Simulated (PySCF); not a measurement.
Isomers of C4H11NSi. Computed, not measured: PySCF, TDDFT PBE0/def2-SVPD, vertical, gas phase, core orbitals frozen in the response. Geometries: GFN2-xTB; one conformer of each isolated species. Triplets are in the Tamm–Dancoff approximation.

Task: Rank by computed lowest singlet excitation energy, lowest first.
A. `C=N[Si@H](C)CC`
B. `[SiH3]CN(C=C)C`
C. `C[Si@@H](N)C1CC1`
D. `C([SiH3])(C)(/C=N\[H])C`

Result: A (4.00 eV), B (4.92 eV), D (5.08 eV), C (6.42 eV).

```json
{"SMILES": "C=N[Si@H](C)CC", "S1 (eV)": "4.00", "T1 (eV)": "3.35", "f (S1)": "0.000", "α (au)": "84.4", "LUMO (eV)": "-0.75", "S1 mainly": "H→L (99%)"}
{"SMILES": "C=CN(C)C[SiH3]", "S1 (eV)": "4.92", "T1 (eV)": "3.90", "f (S1)": "0.044", "α (au)": "88.7", "LUMO (eV)": "0.35", "S1 mainly": "H→L (93%)"}
{"SMILES": "[H]/N=C\\C(C)(C)[SiH3]", "S1 (eV)": "5.08", "T1 (eV)": "4.28", "f (S1)": "0.003", "α (au)": "83.5", "LUMO (eV)": "-0.32", "S1 mainly": "H→L (93%)"}
{"SMILES": "C[Si@@H](N)C1CC1", "S1 (eV)": "6.42", "T1 (eV)": "6.07", "f (S1)": "0.015", "α (au)": "79.8", "LUMO (eV)": "0.55", "S1 mainly": "H→L (95%)"}
```

H and L stand for HOMO and LUMO.
